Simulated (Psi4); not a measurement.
CH₅O (SMILES C[OH2+]), charge +1, singlet, geometry from GFN2-xTB; Psi4 with PW6B95/pcseg-1.

Psi4 was given this input:
```
memory 2 GB

molecule mol {
1 1
  C    -0.019277    0.751129    0.000910
  O    -0.019451   -0.710029    0.073094
  H    -1.053935    1.084796    0.062118
  H     0.899563   -1.056043    0.066199
  H     0.525466    1.124354    0.866679
  H     0.439888    1.112447   -0.918223
  H    -0.539715   -1.092092   -0.666982
}

set basis pcseg-1
set reference rks

energy('pw6b95')
print_variables()
```

**Question.** Write the output that Psi4 gives for this input, abridged.

**Answer.** 
```
   => Loading Basis Set <=

    Name: PCSEG-1
    Role: ORBITAL
    Keyword: BASIS

         ---------------------------------------------------------
                                   SCF
               by Justin Turney, Rob Parrish, Andy Simmonett
                          and Daniel G. A. Smith
                              RKS Reference
         ---------------------------------------------------------

  ==> Geometry <==

    Molecular point group: c1
    Full point group: C1

    Geometry (in Angstrom), charge = 1, multiplicity = 1:

       Center              X                  Y                   Z               Mass
    ------------   -----------------  -----------------  -----------------  -----------------
         C           -0.011132328230     0.786264298684    -0.016805813405    12.000000000000
         O           -0.011306328230    -0.674893701316     0.055378186595    15.994914619570
         H           -1.045790328230     1.119931298684     0.044402186595     1.007825032230
         H            0.907707671770    -1.020907701316     0.048483186595     1.007825032230
         H            0.533610671770     1.159489298684     0.848963186595     1.007825032230
         H            0.448032671770     1.147582298684    -0.935938813405     1.007825032230
         H           -0.531570328230    -1.056956701316    -0.684697813405     1.007825032230

  Running in c1 symmetry.

  Rotational constants: A =      3.48335  B =      0.74016  C =      0.71024 [cm^-1]
  Rotational constants: A = 104428.28854  B =  22189.32168  C =  21292.49149 [MHz]
  Nuclear repulsion =   46.411315875769567

  Charge       = 1
  Multiplicity = 1
  Electrons    = 18
  Nalpha       = 9
  Nbeta        = 9

  ==> Algorithm <==

  SCF Algorithm Type is DF.
  DIIS enabled.
  MOM disabled.
  Fractional occupation disabled.
  Guess Type is SAD.
  Energy threshold   = 1.00e-06
  Density threshold  = 1.00e-06
  Integral threshold = 1.00e-12

  ==> Primary Basis <==

  Basis Set: PCSEG-1
    Blend: PCSEG-1
    Number of shells: 27
    Number of basis functions: 53
    Number of Cartesian functions: 55
    Spherical Harmonics?: true
    Max angular momentum: 2

  ==> DFT Potential <==

   => LibXC <=

    Version 7.1.2
    S. Lehtola, C. Steigemann, M. J. T. Oliveira, and M. A. L. Marques,  SoftwareX 7, 1–5 (2018) (10.1016/j.softx.2017.11.002)

   => Composite Functional: PW6B95 <=

    PW6B95 Hybrid Meta-GGA XC Functional

[...]
   @DF-RKS iter   2:  -116.02643019453365   -6.58658e-03   8.81139e-03 ADIIS/DIIS
   @DF-RKS iter   3:  -116.11937006813712   -9.29399e-02   1.14043e-03 ADIIS/DIIS
   @DF-RKS iter   4:  -116.12060036756570   -1.23030e-03   3.88065e-04 ADIIS/DIIS
   @DF-RKS iter   5:  -116.12076913558337   -1.68768e-04   4.68876e-05 DIIS
   @DF-RKS iter   6:  -116.12077176978387   -2.63420e-06   4.60927e-06 DIIS
   @DF-RKS iter   7:  -116.12077179524253   -2.54587e-08   5.11764e-07 DIIS
  Energy and wave function converged.

  ==> Post-Iterations <==

   Electrons on quadrature grid:
      Ntotal   =   18.0000124525 ; deviation = 1.245e-05

    Orbital Energies [Eh]
    ---------------------

    Doubly Occupied:

[...]
    Virtual:

[...]
    Final Occupation by Irrep:
              A
    DOCC [     9 ]
    NA   [     9 ]
    NB   [     9 ]

  @DF-RKS Final Energy:  -116.12077179524253

   => Energetics <=

    Nuclear Repulsion Energy =             46.4113158757695672
    One-Electron Energy =                -243.4844331709345511
    Two-Electron Energy =                  92.5033119666994139
    DFT Exchange-Correlation Energy =     -11.5509664667769609
    Empirical Dispersion Energy =           0.0000000000000000
    VV10 Nonlocal Energy =                  0.0000000000000000
    Total Energy =                       -116.1207717952425327

Computation Completed

Properties will be evaluated at   0.000000,   0.000000,   0.000000 [a0]

Properties computed using the SCF density matrix

 Multipole Moments:

 ------------------------------------------------------------------------------------
     Multipole            Electronic (a.u.)      Nuclear  (a.u.)        Total (a.u.)
 ------------------------------------------------------------------------------------

 L = 1.  Multiply by 2.5417464519 to convert [e a0] to [Debye]
 Dipole X            :          0.0066777            0.2924271            0.2991048
 Dipole Y            :         -1.7215971            1.2615333           -0.4600638
 Dipole Z            :          0.0715378           -0.6360770           -0.5645392
 Magnitude           :                                                    0.7872909

 ------------------------------------------------------------------------------------

  Variable Map:
  ----------------------------------------------------------------------------
[...]
  Array Variable Map:
  ----------------------------------------------------------------------------
[...]
[...]
```
